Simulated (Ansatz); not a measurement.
`[Cl][GeH]([Cl])[Cl]` → `[Cl][Ge][Cl]` + HCl at 700 K and 1 bar (germylene formation by 1,1-elimination).

Computed with Ansatz on PBE0-D4/def2-TZVP structures; ΔE is electronic, products minus reactants. CCSD(T)/CBS adds triple-zeta CCSD(T) − MP2 to the extrapolated MP2 energy (def2 sets, frozen cores). This one scheme is used for every species. For Ge outer-core shells are correlated without core-valence functions, which leaves a few kJ/mol of doubt a bond. Scalar relativity is left out up to krypton.

| species | CCSD(T)/CBS energy (Eh) | H − E (kJ/mol) | S (J/(mol·K)) |
| --- | --- | --- | --- |
| `[Cl][GeH]([Cl])[Cl]` | -3456.16971 | 86.7 | 406.4 |
| `[Cl][Ge][Cl]` | -2995.74627 | 41.4 | 343.0 |
| HCl | -460.38127 | 38.4 | 211.8 |

H − E and S are ideal-gas, rigid-rotor, harmonic terms from PBE0-D4/def2-TZVP. 1 Eh = 2625.50 kJ/mol, R = 8.31446 J/(mol·K).

By hand: ΔE, ΔH, ΔS and ΔG.

ΔE = (-2995.74627) + (-460.38127) − (-3456.16971) = 0.04217 Eh = 110.7 kJ/mol. Δ(H − E) = 41.4 + 38.4 − 86.7 = -6.9, so ΔH = 103.8 kJ/mol. ΔS = 343.0 + 211.8 − 406.4 = 148.4 J/(mol·K). ΔG = 103.8 − 700 × (148.4)/1000 = -0.1 kJ/mol.

By hand: the equilibrium constant, and the temperature at which ΔG would vanish if ΔH and ΔS stayed fixed.

log₁₀ K = −ΔG/(RT ln 10) = 0.0. ΔG = 0 at ΔH/ΔS = 699 K.

The number of gas molecules changes by +1, which sets the sign of ΔS. The sign of ΔG lies within the doubt. A doubt of 5 kJ/mol in ΔE shifts log₁₀ K by 0.4 here. These are equilibria of isolated gas molecules and say nothing of rates. Largest T1 diagnostic: 0.013 (customary marks: 0.02 for closed shells, 0.045 for open ones).
